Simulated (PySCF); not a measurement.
Ta(O)(F)3 cation (F₃OTa), SMILES [O]=[Ta]([F])([F])[F] (connectivity only; charge and spin as stated), charge +1, multiplicity 2. Atoms are numbered in the order given.

```xyz
5

Ta     0.0070     0.0059     0.0000
O      0.3000    -1.8697     0.0000
F      1.6513     0.7928     0.0000
F     -0.9874     0.4106     1.4748
F     -0.9874     0.4106    -1.4748
```
Charge +1, spin multiplicity 2.

The structure is a stationary point at B3LYP-D3(BJ)/def2-SVP. The multiplicity is an assumed one; other spin states were not compared. The isomer is the one that the SMILES or the coordinates give; other isomers of the formula were not compared. The def2 effective core potentials stand for the cores of Ta; spin–orbit coupling is left out.

Method: r2SCAN/def2-TZVP (PySCF).

ESP charges are fitted to the potential on shells at 1.4 to 2.0 van der Waals radii. Atomic charges (e):

```json
[
 {"atom": "Ta1", "Mulliken": "1.88", "Löwdin": "1.21", "ESP fit": "1.71", "Mulliken spin": "-0.03"},
 {"atom": "O2", "Mulliken": "-0.16", "Löwdin": "0.00", "ESP fit": "-0.14", "Mulliken spin": "0.98"},
 {"atom": "F3", "Mulliken": "-0.23", "Löwdin": "-0.06", "ESP fit": "-0.17", "Mulliken spin": "0.04"},
 {"atom": "F4", "Mulliken": "-0.24", "Löwdin": "-0.07", "ESP fit": "-0.19", "Mulliken spin": "0.01"},
 {"atom": "F5", "Mulliken": "-0.24", "Löwdin": "-0.07", "ESP fit": "-0.19", "Mulliken spin": "0.01"}
]
```
